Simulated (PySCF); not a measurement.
# Reading the logs of faulty runs: BCClH5Si cation

Calculated results; nothing here was measured. The program is PySCF 2.14.0, an open-source quantum chemistry code, run on an isolated molecule that a program drew, which may never have been made. The molecule is BCClH5Si cation (charge +1, singlet), drawn as the SMILES string `C[SiH+]BCl`.

Each row is a Hartree-Fock (HF) and frozen-core CCSD(T) single point in the cc-pV(D+d)Z basis, meant for a local HF minimum. Run 1 is clean. Each other run has one planted mistake out of seven kinds, and not every kind appears here: one electron removed, one electron added, multiplicity raised by two, geometry at a saddle point, minimal basis STO-3G, one bond length entered in bohr, all coordinates scaled. The reference is restricted for singlets and unrestricted otherwise, and also for a bond in bohr. Adding or removing an electron swaps singlet and doublet. Electrons count all cores. HOMO and LUMO are orbital energies over both spins, the gradient is its largest component, and the lowest frequency (negative if imaginary) is given only where the gradient is small. Bond lengths are over the 8 bonds as drawn. T1 is the CCSD diagnostic: over 0.02 (restricted) or 0.045 (unrestricted) a single reference is doubtful.

Geometry of the clean run:
```xyz
9
BCClH5Si cation, angstrom
C    -0.1504    2.4245   -0.2275
Si   -1.2911    1.0224    0.0962
B    -3.2565    0.9380   -0.4648
Cl   -3.5160    0.2876   -2.0424
H     0.7021    2.0608   -0.8123
H    -0.6290    3.2534   -0.7476
H     0.2507    2.7734    0.7319
H    -0.7003   -0.1456    0.7640
H    -4.1446    1.3038    0.2309
```

| run | electrons | basis functions | <S^2> | HOMO (eV) | LUMO (eV) | gradient (hartree/bohr) | lowest frequency (cm^-1) | mean bond (Å) | longest bond (Å) | T1 | HF (hartree) | CCSD(T) (hartree) | mistake |
|---|---|---|---|---|---|---|---|---|---|---|---|---|---|
| 1 | 46 | 99 | 0.000 | -16.20 | -5.21 | 4.5e-05 | 49 | 1.4432 | 2.046 | 0.0153 | -813.65464 | -814.16329 | no fault |
| 2 | 46 | 99 | 0.000 | -16.18 | -4.78 | 1.2e-01 | - | 1.3104 | 1.857 | 0.0135 | -813.56967 | -814.07125 | all coordinates scaled |
| 3 | 45 | 99 | 0.770 | -23.26 | -13.79 | 3.8e-02 | - | 1.4432 | 2.046 | 0.0374 | -813.10147 | -813.59592 | one electron removed |
| 4 | 46 | 99 | 2.022 | -13.00 | -8.34 | 5.5e-02 | - | 1.4432 | 2.046 | 0.0231 | -813.52668 | -814.04222 | multiplicity raised by two |
| 5 | 46 | 33 | 0.000 | -15.24 | -2.62 | 2.1e-02 | - | 1.4432 | 2.046 | 0.0147 | -804.69958 | -804.87667 | ? |
| 6 | 47 | 99 | 0.769 | -6.91 | 1.45 | 2.4e-02 | - | 1.4432 | 2.046 | 0.0137 | -813.87688 | -814.40008 | ? |

**Which mistake was planted in run 5, and what did it cost?**

It has 33 basis functions where the clean run has 99, with the same electrons and geometry. So the mistake is: minimal basis STO-3G. Subtracting run 1 and multiplying by 627.51 kcal/mol a hartree, the energy moved by 5619.4 kcal/mol in HF and 5827.4 kcal/mol in CCSD(T).

**Which mistake was planted in run 6, and what did it cost?**

It counts 47 electrons, one more than the clean run, at the same geometry and basis. So the mistake is: one electron added. Subtracting run 1 and multiplying by 627.51 kcal/mol a hartree, the energy moved by -139.5 kcal/mol in HF and -148.6 kcal/mol in CCSD(T).

